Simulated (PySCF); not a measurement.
This PySCF input (M06-2X/cc-pVTZ) gives -82.03046 Eh with 116 basis functions.

```python
import numpy as np, basis_set_exchange as bse
from pyscf import gto, scf, dft, df

basis = {'B': gto.basis.parse(bse.get_basis('cc-pVTZ', elements=['B'], fmt='nwchem')), 'H': gto.basis.parse(bse.get_basis('cc-pVTZ', elements=['H'], fmt='nwchem')), 'N': gto.basis.parse(bse.get_basis('cc-pVTZ', elements=['N'], fmt='nwchem'))}
mol = gto.M(
    atom='''
    B    -0.77657967    0.03230627   -0.00413419
    N     0.60979542   -0.02536793    0.00324630
    H    -1.39837774   -0.98543134   -0.02544751
    H    -1.31189213    1.09818051    0.01101914
    H     1.19719081    0.79223349    0.02089926
    H     1.12740949   -0.88893853   -0.00852404
    ''',
    basis=basis,
    charge=0,
    verbose=4,
    max_memory=8640,
)
mf = dft.RKS(mol, xc='m062x')
mf.grids.level = 4
mf = mf.density_fit(auxbasis=df.autoaux(mol))
mf.conv_tol = 1e-9
mf.max_cycle = 100
print('smallest overlap eigenvalue', np.linalg.eigvalsh(mol.intor('int1e_ovlp'))[0])
mf.kernel()
dip = mf.dip_moment()
```

Change:
```diff
- basis = {'B': gto.basis.parse(bse.get_basis('cc-pVTZ', elements=['B'], fmt='nwchem')), 'H': gto.basis.parse(bse.get_basis('cc-pVTZ', elements=['H'], fmt='nwchem')), 'N': gto.basis.parse(bse.get_basis('cc-pVTZ', elements=['N'], fmt='nwchem'))}
+ basis = {'B': gto.basis.parse(bse.get_basis('def2-QZVPPD', elements=['B'], fmt='nwchem')), 'H': gto.basis.parse(bse.get_basis('def2-QZVPPD', elements=['H'], fmt='nwchem')), 'N': gto.basis.parse(bse.get_basis('def2-QZVPPD', elements=['N'], fmt='nwchem'))}
```

Task: What does the run give now?

Result: -82.03989 Eh (M06-2X/def2-QZVPPD, 258 functions), a change of -9.43 mEh.
